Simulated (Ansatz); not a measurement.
PBE exchange is replaced step by step with exact exchange (0 % is PBE, 25 % PBE0; no dispersion term), basis def2-SVP, Ansatz. System: Hg₃S₃⁺ (the lowest doublet isomer of a short search). The state is a doublet with charge 1. Geometry: r2SCAN-D4/def2-SVP.

Geometry of the doublet:

```xyz
6

Hg   -0.114    0.733    1.057
Hg    1.834    1.023    3.005
Hg   -1.518   -0.277   -1.597
S     1.546   -1.071   -0.484
S     0.534   -1.614   -2.108
S    -2.284    1.206    0.128
```

In the def2 sets Hg takes a core potential; there is no spin–orbit coupling. The structure comes from a short search, and lower isomers may exist.

HOMO and LUMO are taken over both spins.

```json
{"exact exchange (%)": "0", "HOMO (eV)": "-10.02", "LUMO (eV)": "-9.02", "gap (eV)": "1.00", "⟨S²⟩": "0.753"}
{"exact exchange (%)": "10", "HOMO (eV)": "-10.49", "LUMO (eV)": "-8.63", "gap (eV)": "1.86", "⟨S²⟩": "0.754"}
{"exact exchange (%)": "15", "HOMO (eV)": "-10.73", "LUMO (eV)": "-8.43", "gap (eV)": "2.29", "⟨S²⟩": "0.755"}
{"exact exchange (%)": "25", "HOMO (eV)": "-11.14", "LUMO (eV)": "-8.04", "gap (eV)": "3.10", "⟨S²⟩": "0.755"}
{"exact exchange (%)": "40", "HOMO (eV)": "-11.65", "LUMO (eV)": "-7.53", "gap (eV)": "4.12", "⟨S²⟩": "0.757"}
```
